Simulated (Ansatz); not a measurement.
Relaxation of a periodic cell of 19 atoms, C18N (surface graphene monolayer, adsorbate N), to a largest force component of 0.03 eV/Å in at most 60 steps.

The calculation used DFT PBE, scalar-relativistic, plane waves, PAW (Ansatz 0.2.0). Settings: cutoff 420 eV, k mesh 2x2x1, gaussian smearing 0.05 eV, spin collinear.

```xyz
19
Lattice="7.3980 0.0000 0.0000 -3.6990 6.4069 0.0000 0.0000 0.0000 12.0000" Properties=species:S:1:pos:R:3:forces:R:3
C 0.000 0.000 1.000 -1.21 0.06 0.07
C 1.233 0.712 1.000 0.88 -0.63 0.57
C -1.233 2.136 1.000 -0.13 0.15 -0.31
C 0.000 2.847 1.000 -0.82 0.52 -0.34
C -2.466 4.271 1.000 -0.37 -0.05 -0.06
C -1.233 4.983 1.000 0.17 0.54 -0.03
C 2.466 0.000 1.000 2.00 -1.14 -1.09
C 3.699 0.712 1.000 -0.38 -0.43 -0.04
C 1.233 2.136 1.000 -0.70 0.85 0.37
C 2.466 2.847 1.000 0.82 0.28 0.14
C 0.000 4.271 1.000 0.21 -0.21 0.05
C 1.233 4.983 1.000 -0.20 0.17 0.01
C 4.932 0.000 1.000 0.25 -0.14 0.06
C 6.165 0.712 1.000 -0.71 0.34 -0.28
C 3.699 2.136 1.000 -0.20 0.37 -0.06
C 4.932 2.847 1.000 0.04 0.00 -0.02
C 2.466 4.271 1.000 0.09 -0.09 0.08
C 3.699 4.983 1.000 0.14 -0.68 0.15
N 0.934 0.916 2.460 0.12 0.11 0.73
```

Question: Where does it end, and by what steps?

Answer: It converged. The force dipped under the threshold on the way, but the program's further checks kept it going. Limits of this set-up: coarse k mesh, slab without dipole correction, a typed lattice constant that wasn't relaxed here. After 9 steps the energy has fallen by 1.447 eV; N19 moved furthest, 0.57 Å. Joined: C9–N19 (1.93 → 1.46 Å).

```
step  energy less start (eV)  largest force component (eV/Å)  accepted
   0                  0.0000                           2.001       yes
   1                 -0.2779                           0.840       yes
   2                 -0.3823                           0.609       yes
   3                 -0.6377                           1.268       yes
   4                 -1.0018                           1.195       yes
   5                 -1.2557                           1.722       yes
   6                 -1.4334                           0.271       yes
   7                 -1.4428                           0.178       yes
   8                 -1.4468                           0.024       yes
   9                 -1.4468                           0.024       yes
```

```xyz
19
Lattice="7.3980 0.0000 0.0000 -3.6990 6.4069 0.0000 0.0000 0.0000 12.0000" Properties=species:S:1:pos:R:3
C -0.040 -0.045 1.009
C 1.217 0.633 1.323
C -1.247 2.115 0.975
C -0.040 2.840 1.010
C -2.482 4.240 0.917
C -1.246 4.958 0.904
C 2.475 -0.045 1.008
C 3.681 0.679 0.975
C 1.217 2.160 1.325
C 2.475 2.840 1.010
C -0.018 4.243 0.905
C 1.217 4.961 0.917
C 4.916 -0.036 0.928
C 6.151 0.679 0.975
C 3.681 2.115 0.976
C 4.916 2.831 0.928
C 2.452 4.242 0.905
C 3.681 4.959 0.904
N 1.217 1.395 2.566
```

Whether the end is a true minimum wasn't checked by a vibrational analysis.

Run time: 65 s on 2 threads of AMD EPYC 7B13 (Zen 3), with other jobs on the host, peak memory 0.98 GiB.
